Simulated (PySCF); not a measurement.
C₆H₁₂N (charge +1).
SMILES: `C=CCC=[N+](C)C`

The closed-shell SCF was solved with PySCF and density fitting under several settings on one GFN2-xTB geometry (grid level 2 and gas phase unless stated).

```json
{"settings": "PBE0/pcSseg-1", "basis functions": "179", "SCF cycles": "14", "E (Eh)": "-289.9422", "HOMO (eV)": "-11.95", "LUMO (eV)": "-6.57"}
{"settings": "PBE0/def2-SVPD", "basis functions": "236", "SCF cycles": "14", "E (Eh)": "-289.7871", "HOMO (eV)": "-11.94", "LUMO (eV)": "-6.56"}
{"settings": "PBE0/6-31G*, IEF-PCM dimethylsulfoxide, fitting basis def2-qzvpp-jkfit", "basis functions": "122", "SCF cycles": "10", "E (Eh)": "-290.0631", "HOMO (eV)": "-7.90", "LUMO (eV)": "-1.96"}
{"settings": "BLYP/pcseg-1, energy threshold 1e-08 Eh, start guess atom", "basis functions": "158", "SCF cycles": "11", "E (Eh)": "-290.1274", "HOMO (eV)": "-10.64", "LUMO (eV)": "-7.43"}
{"settings": "mPW1PW91/6-31G*, fitting basis def2-qzvpp-jkfit", "basis functions": "122", "SCF cycles": "10", "E (Eh)": "-290.2645", "HOMO (eV)": "-11.75", "LUMO (eV)": "-6.40"}
```

**Question.** Estimate the rows for these settings: (1) WP04/pcSseg-0; (2) PW91/6-311G**.

**Answer.** 
| settings | basis functions | SCF cycles | E (Eh) | HOMO (eV) | LUMO (eV) |
| --- | --- | --- | --- | --- | --- |
| WP04/pcSseg-0 | 87 | 14 | -297.0456 | -13.13 | -8.99 |
| PW91/6-311G** | 198 | 16 | -290.2763 | -10.81 | -7.56 |

**Question.** Over all rows, what range does the HOMO–LUMO gap span?

**Answer.** From 3.21 eV (BLYP/pcseg-1, energy threshold 1e-08 Eh, start guess atom) to 5.94 eV (PBE0/6-31G*, IEF-PCM dimethylsulfoxide, fitting basis def2-qzvpp-jkfit). The functional of the narrowest has no exact exchange, that of the widest 25 % exact exchange.

**Question.** Compare two rows with the functional PBE0: PBE0/pcSseg-1 and PBE0/def2-SVPD. Which energy is lower, and by how much?

**Answer.** PBE0/pcSseg-1 (179 functions) lies 0.1551 Eh or 97 kcal/mol below PBE0/def2-SVPD (236 functions). The smaller set gives the lower energy; the two sets aren't nested, so the variational bound doesn't order them by size.

Cycle counts include a coarse-grid stage where the run had one. All basis functions are spherical, in the Pople sets too. WP04 was designed for NMR shieldings or shifts; total energies of different functionals aren't comparable. One conformer (not necessarily the lowest) at the GFN2-xTB geometry, without vibrations or thermal averaging.

Shape of the structure used: `[CH2:1]=[CH:2][CH2:3][CH:4]=[N+:5]([CH3:6])[CH3:7]`: C1–C2–C3–C4 -122°, C2–C3–C4–N5 84°.
